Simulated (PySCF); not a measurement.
B(OH)(SeH)2 (BH3OSe2), SMILES OB([SeH])[SeH].

Geometry: PBE0-D3(BJ)/def2-SVP. This is a generated structure with no PubChem entry under its InChIKey; it may be hypothetical. One conformer was computed; it need not be the lowest.

Level of theory: PySCF with PBE/def2-TZVP.

Symmetry labels are those of the subgroup Cs that the program uses (full group Cs).

**Question.** List the valence orbital energies around the gap with their symmetry. (The exact figures need the calculation; the answer reports its results.)

**Answer.** 
```csv
orbital,symmetry,energy (eV)
HOMO−7,A',-11.03
HOMO−6,A',-10.38
HOMO−5,A',-9.80
HOMO−4,A",-9.51
HOMO−3,A',-8.40
HOMO−2,A',-7.35
HOMO−1,A",-6.60
HOMO,A",-5.86
LUMO,A',-1.33
LUMO+1,A",-0.99
LUMO+2,A',-0.50
LUMO+3,A',-0.03
```
